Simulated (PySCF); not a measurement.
AlH3O3, charge +1, multiplicity 2. Atoms are numbered in the order given.

```xyz
7

Al     0.0000     0.0000     0.0000
O     -1.6678     0.0000     0.0000
H     -2.6304     0.0000     0.0000
O      0.8339     1.4443     0.0000
H      1.3152     2.2780     0.0000
O      0.8339    -1.4443     0.0000
H      1.3152    -2.2780     0.0000
```
Charge +1, spin multiplicity 2.

Geometry: r2SCAN-D4/def2-SVP. The spin state was assumed, not searched. The isomer is the one that the SMILES or the coordinates give; other isomers of the formula were not compared. One conformer was computed; it need not be the lowest.

Method: r2SCAN-D4/def2-SVP run with PySCF.

Frequencies are harmonic and unscaled.

Modes within 1.5 cm⁻¹ of each other (mostly degenerate sets) share a row, with their intensities summed.

| mode | ν (cm⁻¹) | IR (km/mol) | moving atoms (share of kinetic energy) |
|---|---|---|---|
| 1–2 | 141 | 38.8 | O 60 %, Al 20 %, H 20 % |
| 3–4 | 142 | 0.0 | H 86 %, O 14 % |
| 5 | 188 | 437.2 | Al 42 %, O 36 %, H 21 % |
| 6 | 270 | 170.4 | H 75 %, Al 23 % |
| 7–8 | 381 | 595.5 | H 78 %, O 22 % |
| 9 | 489 | 0.0 | H 86 %, O 14 % |
| 10 | 738 | 0.0 | O 93 % |
| 11–12 | 852 | 123.1 | O 51 %, Al 45 % |
| 13–14 | 3917 | 2663.3 | H 93 % |
| 15 | 3938 | 0.0 | H 93 % |
